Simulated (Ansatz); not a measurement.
**InNH3 (SMILES [NH2][InH]): methods side by side**

InNH3 has 5 atoms, charge 0, and is taken as a doublet. As SMILES, `[NH2][InH]`. The shape was relaxed beforehand at wB97X-V/def2-SVP. This is one conformer, not always the lowest.

Quantity: the adiabatic ionisation energy (to the singlet cation, shapes relaxed at wB97X-V/def2-SVP, no zero-point term), in eV. The values are calculated.

| level | kind | program | value (eV) | less CCSD(T)/def2-TZVPP | CPU time (all runs) |
| --- | --- | --- | --- | --- | --- |
| UHF/def2-TZVPP (core potential) | Hartree–Fock | Ansatz | 6.18 | -0.35 | 3.2 s |
| USVWN5/def2-TZVPP (core potential) | LDA | Ansatz | 6.58 | +0.05 | 3.1 s |
| UBLYP/def2-TZVPP (core potential) | GGA | Ansatz | 6.53 | 0.00 | 6.4 s |
| UB3LYP/def2-TZVPP (core potential) | global hybrid | Ansatz | 6.68 | +0.15 | 7 s |
| UPBE0-D4/def2-TZVPP (core potential) | global hybrid | Ansatz | 6.57 | +0.04 | 6.9 s |
| U-wB97M-V/def2-TZVPP (core potential) | range-separated hybrid | Ansatz | 6.52 | -0.01 | 26 s |
| UB2PLYP/def2-TZVPP (core potential) | double hybrid | Ansatz | 6.54 | +0.01 | 16 s |
| UMP2/def2-TZVPP (core potential) | perturbation theory | Ansatz | 6.45 | -0.08 | 6.5 s |
| UCCSD(T)/def2-TZVPP (core potential) | coupled cluster or CI | Ansatz | 6.53 | 0.00 | 1.8 min |

Differences are taken from UCCSD(T)/def2-TZVPP (core potential) for orientation; it has basis-set and higher-order errors of its own. Spin-orbit coupling, which can split open shells on such heavy atoms by tenths of an eV, is left out. The values span 6.18 to 6.68 eV. In the correlated wave-function rows the outer d shell of In is correlated, in sets not made for it. Times are those of the runs behind each value, whatever else they computed, on shared processors of several kinds: orders of magnitude only.
